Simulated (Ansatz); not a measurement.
Cu₄Os, relaxed as a singlet with RKS B3LYP-D4/def2-SVP in Ansatz, starting from the GFN2-xTB geometry. Force threshold 0.02 eV/Å.

In the def2 sets Os takes a core potential; there is no spin–orbit coupling. The restricted singlet is unstable towards broken spin symmetry at other levels; at B3LYP-D4/def2-SVP this wasn't settled. Another isomer (quintet) lies 1.62 eV lower at PBE0-D4/def2-TZVP; other spin states weren't run for this one.

Start:

```xyz
5

Os    0.0049    0.0021   -0.0039
Cu    1.3489   -1.7533    1.1062
Cu   -1.7238    1.7041    0.4784
Cu    0.2467   -2.3147   -0.8405
Cu    0.1233    2.3617   -0.7402
```

Question: Estimate the energy that the relaxation releases and the steps that it takes.

Answer: 0.04 eV, in 4 steps; 18 s on 4 threads of Arm Neoverse V2 on a shared host. No frequencies were taken in this run, so the end may be a saddle point.

Question: Does the start keep its bonding and symmetry?

Answer: By distances, no bond broke or formed. The bond that changes most is Cu2–Cu4, from 2.31 to 2.40 Å (atoms count from 1). Point group D2d at the start, D2d at the end, both within 0.05 Å.

Question: Predict the relaxed structure.

Answer: 
```xyz
5

Os    0.0001    0.0000   -0.0001
Cu    1.3531   -1.6960    1.1435
Cu   -1.7425    1.6494    0.5079
Cu    0.2104   -2.2770   -0.8867
Cu    0.1788    2.3236   -0.7646
```
Bond lengths (bridged metal pairs left out): 4 × Cu–Os 2.45 Å; 2 × Cu–Cu 2.40 Å.
